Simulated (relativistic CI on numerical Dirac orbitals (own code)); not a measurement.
**L2,3 absorption of nickel in several valence states**

Computed multiplet spectra 2p⁶3dⁿ → 2p⁵3dⁿ⁺¹ (Dirac-Coulomb-Breit ions, Slater integrals scaled by 0.7, an assumed crystal field that grows with the charge, no charge transfer; 300 K; Lorentzian 0.4 eV and Gaussian 0.3 eV FWHM at both edges, so that L2 comes out sharper than in experiment). Peaks over 5 % are given in eV from the highest peak in the L3 region of each spectrum (height, largest 100). S of the lowest state is read from ⟨S²⟩, and the branching ratio is the share of L3, cut at the minimum between the edges.

Field parameters in Wybourne normalisation: Oh B⁴₀ = 21Dq, B⁴₄ = √(5/14) B⁴₀. The field is a parameter set, without covalency.

- Ni2+ (d8, Oh, 10Dq = 8800 cm⁻¹): S = 1.00, branching ratio 0.75; peaks 0.0 (100), 1.9 (24), 17.4 (23), 18.4 (27)
- Ni3+ (d7, Oh, 10Dq = 11350 cm⁻¹): S = 1.50, high spin, branching ratio 0.83; peaks -3.3 (56), -1.9 (85), -1.2 (88), 0.0 (100), 2.5 (9), 16.2 (24), 17.0 (28), 18.8 (6)

**Question.** What spin state follows for Ni4+ in Oh, 10Dq = 13950 cm⁻¹, and does its branching ratio lie nearer 2/3 or nearer 0.8?

**Answer.** Ni4+ (d6, Oh, 10Dq = 13950 cm⁻¹): S = 2.00, high spin, branching ratio 0.78; peaks -2.6 (22), -1.6 (25), 0.0 (100), 1.2 (47), 3.3 (15), 4.9 (7), 16.0 (9), 17.7 (33), 19.3 (9), 21.3 (7). High-spin states, above all those with an unquenched orbital moment, raise the ratio above the statistical 2/3; low spin and nearly empty shells keep it near or below 2/3.

The centroid of the whole edge, which also moves with the branching ratio, lies at 859.7 (Ni2+), 860.5 (Ni3+), 864.7 (Ni4+) eV in this ionic model, in steps of 0.8 to 4.2 eV. Compounds show about 1 to 2 eV a unit and lower energies for the high valences, since ligands screen the charge. The multiplet shape follows the d count and the spin state, and so serves as a fingerprint of valence. Real compounds of Ni3+, Ni4+ are mostly low spin, since covalency shrinks the Slater integrals more than this scale does.
